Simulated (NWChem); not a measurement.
System: KF; SMILES [F][K]

Parts of the log:

```
             Northwest Computational Chemistry Package (NWChem) 7.3.0
             --------------------------------------------------------

 ORDER OF PRIMARY AXIS IS BEING SET TO 4
 C4V symmetry detected

                             Geometry "geometry" -> ""
                             -------------------------

 Output coordinates in angstroms (scale by  1.889725989 to convert to a.u.)

  No.       Tag          Charge          X              Y              Z
 ---- ---------------- ---------- -------------- -------------- --------------
    1 K                   19.0000     0.00000000     0.00000000    -0.68754279
    2 F                    9.0000     0.00000000     0.00000000     1.45147921

 Effective nuclear repulsion energy (a.u.)      42.3040574519

      Symmetry information
      --------------------

 Group name             C4v
 Group number             18
 Group order               8
 No. of unique centers     2

                                 NWChem DFT Module
                                 -----------------

 Summary of "ao basis" -> "ao basis" (spherical)
 ------------------------------------------------------------------------------
       Tag                 Description            Shells   Functions and Types
 ---------------- ------------------------------  ------  ---------------------
 K                          def2-svp                10       24   5s3p2d
 F                          def2-svp                 6       14   3s2p1d

      Symmetry analysis of basis
      --------------------------

        a1         16
        a2          0
        b1          3
        b2          3
        e          16

  itol2e modified to match energy
  convergence criterion.
  tol_rho modified to match energy
  convergence criterion.

            General Information
            -------------------
          SCF calculation type: DFT
          Wavefunction type:  closed shell.
          No. of atoms     :     2
          No. of electrons :    28
           Alpha electrons :    14
            Beta electrons :    14
          Charge           :     0
          Spin multiplicity:     1
          Use of symmetry is: on ; symmetry adaption is: on
          Maximum number of iterations: 150
          AO basis - number of functions:    38
                     number of shells:    16
          Convergence on energy requested:  1.00D-09
          Convergence on density requested:  1.00D-08
          Convergence on gradient requested:  1.00D-07

              XC Information
              --------------
                    Becke 1988 Exchange Functional  1.000
              Lee-Yang-Parr Correlation Functional  1.000

             Grid Information
             ----------------
          Grid used for XC integration:  medium
          Radial quadrature: Mura-Knowles
          Angular quadrature: Lebedev.
          Tag              B.-S. Rad. Rad. Pts. Rad. Cut. Ang. Pts.
          ---              ---------- --------- --------- ---------
          K                   2.20      112          14.0       590
          F                   0.50       49           8.0       434
          Grid pruning is: on
          Number of quadrature shells:   161
          Spatial weights used:  Erf1

      Superposition of Atomic Density Guess
      -------------------------------------

 Sum of atomic energies:        -698.36988327

      Non-variational initial energy
      ------------------------------

 Total energy =    -698.063538
 1-e energy   =   -1046.891372
 2-e energy   =     306.523777
 HOMO         =      -0.614058
 LUMO         =      -0.051641

      Symmetry analysis of molecular orbitals - initial
      -------------------------------------------------

 !! scf_movecs_sym_adapt:    6 vectors were symmetry contaminated

  Symmetry fudging

 !! scf_movecs_sym_adapt:    6 vectors were symmetry contaminated

  Numbering of irreducible representations:

     1 a1          2 a2          3 b1          4 b2          5 e

  Orbital symmetries:

     1 a1          2 a1          3 a1          4 a1          5 e
     6 e           7 a1          8 a1          9 a1         10 e
    11 e          12 e          13 e          14 a1         15 a1
    16 a1         17 e          18 e          19 a1         20 b1
    21 b2         22 e          23 e          24 a1

   convergence    iter        energy       DeltaE   RMS-Dens  Diis-err
 ---------------- ----- ----------------- --------- --------- ---------
 d= 0,ls=0.0,diis     1   -699.5188881219 -7.42D+02  1.25D-01  9.11D-01
 d= 0,ls=0.0,diis     2   -688.5869132658  1.09D+01  1.23D-01  2.41D+01
 d= 0,ls=0.0,diis     3   -699.6005019110 -1.10D+01  1.68D-02  2.14D-01
 d= 0,ls=0.0,diis     4   -699.6279554845 -2.75D-02  1.80D-03  1.27D-02
 d= 0,ls=0.0,diis     5   -699.6291144318 -1.16D-03  6.97D-04  1.95D-03
 d= 0,ls=0.0,diis     6   -699.6292969343 -1.83D-04  3.51D-04  1.92D-04
 d= 0,ls=0.0,diis     7   -699.6293182646 -2.13D-05  1.09D-05  2.88D-07
 d= 0,ls=0.0,diis     8   -699.6293182879 -2.33D-08  3.44D-06  1.75D-08
 d= 0,ls=0.0,diis     9   -699.6293182898 -1.84D-09  1.23D-07  8.86D-12
 d= 0,ls=0.0,diis    10   -699.6293182898 -1.14D-13  8.66D-09  1.68D-13

         Total DFT energy =     -699.629318289754
      One electron energy =    -1050.370454859758
           Coulomb energy =      352.463547945526
    Exchange-Corr. energy =      -44.026468827454
 Nuclear repulsion energy =       42.304057451933

 Numeric. integr. density =       28.000015085067

                  Occupations of the irreducible representations
                  ----------------------------------------------

[...]

                         DFT ENERGY GRADIENTS

    atom               coordinates                        gradient
                 x          y          z           x          y          z
   1 K       0.000000   0.000000  -1.299267    0.000000   0.000000   0.003992
   2 F       0.000000   0.000000   2.742898    0.000000   0.000000  -0.003992
```

Level: BLYP/def2-SVP. Structure relaxed at the PBE0/def2-SVP level.

Question: Which NWChem input produces such a log?

Answer: This is not unique; one that fits is the input that was run:
```
start job
memory heap 200 mb stack 900 mb global 1100 mb
geometry units angstroms noautoz
  K      0.000000     0.000000    -0.708440
  F      0.000000     0.000000     1.430582
end
basis spherical
  K library def2-svp
  F library def2-svp
end
dft
  xc becke88 lyp
  iterations 150
  convergence energy 1d-9 density 1d-8 gradient 1d-7
  tolerances tight
end
task dft gradient
```
